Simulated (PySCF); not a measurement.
Molecule: `C(#N)C(C#N)C#N`, C₄HN₃.

Cartesian coordinates in Å; atom numbers follow the order of the lines, from 1:
```xyz
8

N    -1.6267   -1.7666   -0.6875
C    -0.8914   -1.0258   -0.2307
C     0.0491   -0.0777    0.3508
C    -0.4784    1.2743    0.2255
N    -0.8914    2.3314    0.1251
C     1.3277   -0.1701   -0.3405
N     2.3270   -0.2417   -0.8831
H     0.1932   -0.3145    1.4159
```

Frames of a GFN2-xTB Langevin trajectory at 400 K; GIAO PBE0/pcSseg-1 shieldings in PySCF 2.14, gas phase, non-relativistic; equivalent atoms averaged within each frame.

Shifts are taken against calculated references (same method and geometry level): $^{15}$N (σref 267.73) against NH3; $^{13}$C (σref 186.93), $^{1}$H (σref 31.72) against TMS. The references are static minima.

Problem. How do the shifts (ppm) fluctuate along the trajectory?

Solution. 
```tsv
time (fs)	N1/N5/N7	C2/C4/C6	C3	H8
optimised geometry	318.0	110.2	11.5	4.29
250	325.9	111.8	12.3	4.14
425	323.7	111.9	16.9	3.98
625	335.5	115.1	16.1	5.22
800	319.3	110.8	13.2	5.57
1000	315.8	109.1	7.3	5.16
mean of frames	324.0	111.7	13.2	4.81
standard deviation	7.5	2.2	3.8	0.71
```

5 frames give an uncertainty of the mean of about the standard deviation over 2.2 at best, since frames this close in time may not be independent; classical motion lacks zero-point vibration, and the reference would need the same averaging.
